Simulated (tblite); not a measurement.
C4H9NSe2Si.
SMILES with atom numbers: `[CH3:1][CH2:2][SiH2:3][Se:4][Se:5][CH2:6][C:7]#[N:8]` (hydrogens: H9, H10, H11 on C1; H12, H13 on C2; H14, H15 on Si3; H16, H17 on C6)

Computed with GFN2-xTB (tblite), gas phase: L-BFGS steps from a force-field or distance-geometry start until the largest atomic force falls under 0.01 eV/Å.

Step 52: E = -657.4000 eV
```
atom  x, y, z in Å  |  force x, y, z in eV/Å
C1     -3.4343   -0.0437    0.0807    0.000   0.010   0.030
C2     -2.0014    0.4563   -0.0754   -0.052  -0.040  -0.013
Si3    -0.7358   -0.9646   -0.2397    0.010   0.064  -0.071
Se4     0.9371   -0.1970   -1.6701   -0.054   0.011   0.005
Se5     1.7957    1.3820   -0.2144    0.023   0.004  -0.023
C6      3.7252    0.8432   -0.2836    0.047   0.006   0.005
C7      3.8665   -0.5549   -0.0281   -0.003  -0.024   0.009
N8      3.9429   -1.6805    0.1639   -0.019   0.075   0.013
H9     -4.1203    0.7912    0.2111    0.008  -0.004   0.006
H10    -3.5246   -0.6996    0.9426    0.002   0.007   0.021
H11    -3.7414   -0.6002   -0.8007   -0.005  -0.012   0.002
H12    -1.9513    1.0999   -0.9587    0.034  -0.004   0.041
H13    -1.7393    1.0791    0.7843   -0.001   0.008  -0.035
H14    -1.2625   -2.1266   -0.9456    0.004  -0.031  -0.036
H15    -0.0900   -1.3065    1.0250   -0.008  -0.028   0.027
H16     4.2262    1.4356    0.4862    0.005  -0.006  -0.041
H17     4.1004    1.0984   -1.2791    0.010  -0.035   0.057
```

Step 53: E = -657.4012 eV
```
atom  x, y, z in Å  |  force x, y, z in eV/Å
C1     -3.4303   -0.0471    0.0851    0.010   0.016   0.023
C2     -2.0002    0.4571   -0.0802   -0.019  -0.038  -0.006
Si3    -0.7343   -0.9622   -0.2481    0.024   0.054  -0.073
Se4     0.9375   -0.1845   -1.6753   -0.065  -0.001   0.000
Se5     1.7931    1.3848   -0.2093    0.026   0.009  -0.014
C6      3.7208    0.8404   -0.2822    0.020   0.007   0.007
C7      3.8593   -0.5557   -0.0176   -0.001  -0.008   0.005
N8      3.9347   -1.6799    0.1815   -0.019   0.037   0.020
H9     -4.1103    0.7913    0.2220   -0.030  -0.033   0.017
H10    -3.5108   -0.7064    0.9460   -0.012   0.036   0.010
H11    -3.7452   -0.6027   -0.7951    0.006   0.012   0.019
H12    -1.9542    1.1000   -0.9647    0.022  -0.012   0.048
H13    -1.7347    1.0823    0.7778   -0.009  -0.011  -0.055
H14    -1.2606   -2.1238   -0.9562    0.011  -0.020  -0.031
H15    -0.0874   -1.3045    1.0165   -0.010  -0.030   0.020
H16     4.2276    1.4362    0.4801    0.015   0.010  -0.029
H17     4.0880    1.0869   -1.2820    0.031  -0.027   0.038
```

Problem. Estimate the geometry and energy of step 54. (The exact step hangs on the optimiser's Hessian estimate; all steps are aligned on step 53, rigid shifts and turns removed.)

Solution. E = -657.4022 eV, largest force 0.081 eV/Å
```
atom  x, y, z in Å  |  force x, y, z in eV/Å
C1     -3.4247   -0.0508    0.0897    0.009   0.015   0.012
C2     -1.9985    0.4587   -0.0848    0.013  -0.029   0.002
Si3    -0.7321   -0.9584   -0.2571    0.026   0.018  -0.050
Se4     0.9380   -0.1743   -1.6793   -0.058   0.000  -0.009
Se5     1.7911    1.3877   -0.2043    0.023   0.011  -0.011
C6      3.7167    0.8380   -0.2809   -0.005   0.007   0.009
C7      3.8515   -0.5563   -0.0075   -0.001   0.012   0.004
N8      3.9237   -1.6790    0.1991   -0.016  -0.006   0.027
H9     -4.1022    0.7881    0.2323   -0.063  -0.044   0.026
H10    -3.4956   -0.7128    0.9498   -0.022   0.053   0.007
H11    -3.7453   -0.6065   -0.7889    0.011   0.026   0.029
H12    -1.9568    1.1015   -0.9693    0.008  -0.016   0.037
H13    -1.7304    1.0872    0.7705   -0.010  -0.026  -0.054
H14    -1.2606   -2.1186   -0.9683    0.023  -0.002  -0.022
H15    -0.0876   -1.3049    1.0091   -0.018  -0.026  -0.005
H16     4.2297    1.4373    0.4730    0.028   0.025  -0.011
H17     4.0762    1.0752   -1.2846    0.051  -0.018   0.010
```

The energy changes by -0.0010 eV. The first-order estimate −F·Δx gives -0.0014 eV and the mean of the old and new forces, exact on a quadratic surface, -0.0010 eV. The step makes an angle of 81° with the force vector and moves no atom by more than 0.021 Å.

What follows is the cost of the whole relaxation. Hardware: Arm Neoverse N1, one thread, shared host with 64 logical CPUs at a one-minute load of 53. Cost: 3.2 s.
